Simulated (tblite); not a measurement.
C2H5F3OSi.
Bonds: F1–C2, C2–F3, C2–F4, C2–C5, C5–O6, O6–Si7. Hydrogens: H8, H9 on C5; H10, H11, H12 on Si7.

Computed with GFN2-xTB (tblite), gas phase: L-BFGS steps from a force-field or distance-geometry start until the largest atomic force falls under 0.01 eV/Å.

Step 11: E = -731.5304 eV
```
atom  x, y, z in Å  |  force x, y, z in eV/Å
F1     -2.7778   -0.1602   -0.6029   -0.106  -0.023   0.127
C2     -1.8346   -0.1772    0.3614   -0.033   0.022  -0.059
F3     -1.9680   -1.3300    1.0151    0.015  -0.079   0.007
F4     -2.1398    0.7956    1.2194    0.002   0.065   0.019
C5     -0.4800   -0.0023   -0.3058   -0.003   0.002  -0.064
O6      0.5572   -0.0105    0.5964    0.056  -0.008   0.065
Si7     2.1177    0.1580    0.1197    0.017   0.029  -0.083
H8     -0.5274    0.9438   -0.8553   -0.009   0.106  -0.055
H9     -0.3878   -0.8164   -1.0325    0.010  -0.093  -0.075
H10     2.7934    0.0854    1.4003   -0.072  -0.006  -0.017
H11     2.2298    1.4513   -0.5797    0.074  -0.159   0.055
H12     2.4186   -0.9383   -0.8179    0.048   0.142   0.080
```

Step 12: E = -731.5348 eV
```
atom  x, y, z in Å  |  force x, y, z in eV/Å
F1     -2.7896   -0.1612   -0.5924   -0.056  -0.024   0.078
C2     -1.8340   -0.1767    0.3580   -0.067  -0.004   0.057
F3     -1.9594   -1.3289    1.0149   -0.001  -0.104   0.016
F4     -2.1323    0.7956    1.2186   -0.008   0.099   0.049
C5     -0.4814   -0.0027   -0.3079    0.018   0.014  -0.092
O6      0.5572   -0.0101    0.5936    0.009  -0.012   0.041
Si7     2.1170    0.1584    0.1181    0.049   0.026  -0.045
H8     -0.5287    0.9420   -0.8556   -0.004   0.165  -0.097
H9     -0.3889   -0.8152   -1.0334    0.021  -0.138  -0.117
H10     2.7725    0.0825    1.4102   -0.056  -0.001  -0.048
H11     2.2405    1.4488   -0.5844    0.059  -0.152   0.066
H12     2.4284   -0.9332   -0.8215    0.036   0.131   0.089
```

Task: Estimate the geometry and energy of step 13. (The exact step hangs on the optimiser's Hessian estimate; all steps are aligned on step 12, rigid shifts and turns removed.)

Result: E = -731.5396 eV, largest force 0.198 eV/Å
```
atom  x, y, z in Å  |  force x, y, z in eV/Å
F1     -2.8039   -0.1628   -0.5785    0.000  -0.023   0.029
C2     -1.8337   -0.1763    0.3555   -0.071  -0.028   0.156
F3     -1.9494   -1.3290    1.0151   -0.012  -0.092   0.022
F4     -2.1237    0.7970    1.2185   -0.007   0.096   0.066
C5     -0.4824   -0.0028   -0.3123    0.011   0.023  -0.110
O6      0.5574   -0.0098    0.5902   -0.059  -0.011  -0.029
Si7     2.1171    0.1592    0.1158    0.045   0.006   0.037
H8     -0.5304    0.9427   -0.8578    0.007   0.163  -0.113
H9     -0.3899   -0.8162   -1.0365    0.027  -0.129  -0.124
H10     2.7459    0.0791    1.4209   -0.019   0.004  -0.059
H11     2.2540    1.4433   -0.5888    0.047  -0.092   0.055
H12     2.4404   -0.9249   -0.8240    0.032   0.081   0.070
```

The energy changes by -0.0048 eV. The first-order estimate −F·Δx gives -0.0066 eV and the mean of the old and new forces, exact on a quadratic surface, -0.0048 eV. The step makes an angle of 70° with the force vector and moves no atom by more than 0.029 Å.

What follows is the cost of the whole relaxation. On Arm Neoverse V2, one thread, shared host, this took 0.14 s.
